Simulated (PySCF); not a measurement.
SMILES C(C[SiH2]N)#C (GFN2-xTB optimised geometry):

```
12

C      2.326     0.612     2.129
C      1.924     0.038     1.158
C      1.395    -0.634     0.000
Si    -0.515    -0.634     0.000
N     -0.951     1.030     0.000
H      2.707     1.106     2.973
H      1.768    -1.660    -0.017
H      1.765    -0.135    -0.897
H     -0.987    -1.431     1.144
H     -1.025    -1.196    -1.252
H     -0.431     1.660     0.591
H     -1.924     1.288    -0.008
```

Computed with PySCF 2.14.0 with PBE/def2-TZVP.

Task: What are the frontier orbital energies and the dipole moment?

Result: HOMO-2 -6.55 eV, HOMO-1 -6.31 eV, HOMO -5.93 eV, LUMO -0.36 eV, LUMO+1 0.09 eV; dipole moment 0.76 D.

Meta-Löwdin charges at PBE/def2-TZVP: C1 -0.26, C2 -0.02, C3 -0.45, Si4 0.74, N5 -0.73, H6 0.17, H7 0.15, H8 0.16, H9 -0.13, H10 -0.11, H11 0.24, H12 0.24.
